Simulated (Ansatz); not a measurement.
Ansatz (an electronic-structure program) input (CCSD(T)/cc-pV(D+d)Z):
A basis named .json is the Basis Set Exchange file of that set.

Ansatz 0.2 input:
```yaml
crystal:
  periodic: [false, false, false]
  atoms:
    - {symbol: Si, position_ang: [-2.08559794, -0.32704249, 0.17938737]}
    - {symbol: C, position_ang: [-0.27258554, -0.05442495, 0.01055825]}
    - {symbol: C, position_ang: [0.77062935, -1.04095593, -0.16546001]}
    - {symbol: C, position_ang: [1.94629174, -0.37535275, -0.17263583]}
    - {symbol: O, position_ang: [1.73467567, 0.96366838, -0.00743358]}
    - {symbol: C, position_ang: [0.39333591, 1.13632710, 0.10450312]}
    - {symbol: H, position_ang: [-2.83009693, 0.93049012, -0.08303389]}
    - {symbol: H, position_ang: [-2.54741760, -1.42303075, -0.70930777]}
    - {symbol: H, position_ang: [0.63922647, -2.10405895, -0.27797213]}
    - {symbol: H, position_ang: [2.97217723, -0.67869255, -0.28232395]}
    - {symbol: H, position_ang: [0.06104775, 2.15097922, 0.23888983]}
basis:
  gaussian:
    orbitals: cc-pV_D+d_Z.json
magnetization: {spin_polarized: true, initial_magnetization: 1}
correlation: {method: ccsd_t, electrons: outside_noble_gas}
```

End of the output:

```
cycle   1  -21.47712046 eV  change   -4.4e-1 eV  update   1.4e-1
cycle   2  -22.19823012 eV  change   -7.2e-1 eV  update   5.1e-2
cycle   3  -22.44741608 eV  change   -2.5e-1 eV  update   3.7e-2
cycle   4  -22.46613260 eV  change   -1.9e-2 eV  update   1.9e-2
cycle   5  -22.46899635 eV  change   -2.9e-3 eV  update   9.5e-3
cycle   6  -22.47229763 eV  change   -3.3e-3 eV  update   3.5e-3
cycle   7  -22.47295487 eV  change   -6.6e-4 eV  update   1.4e-3
cycle   8  -22.47359951 eV  change   -6.4e-4 eV  update   6.2e-4
cycle   9  -22.47378467 eV  change   -1.9e-4 eV  update   3.0e-4
cycle  10  -22.47363179 eV  change    1.5e-4 eV  update   1.5e-4
cycle  11  -22.47372360 eV  change   -9.2e-5 eV  update   7.3e-5
cycle  12  -22.47373347 eV  change   -9.9e-6 eV  update   3.1e-5
coupled cluster: 2.96 GiB planned
perturbative correction -0.90112301 eV, -0.0331156597 hartree
Total energy: -14122.43258923 eV, -518.9898251257 hartree
```

It need not be the lowest isomer of its formula.

The determinant is spin-contaminated: <S^2> is 0.93 against 0.75 for a pure state.
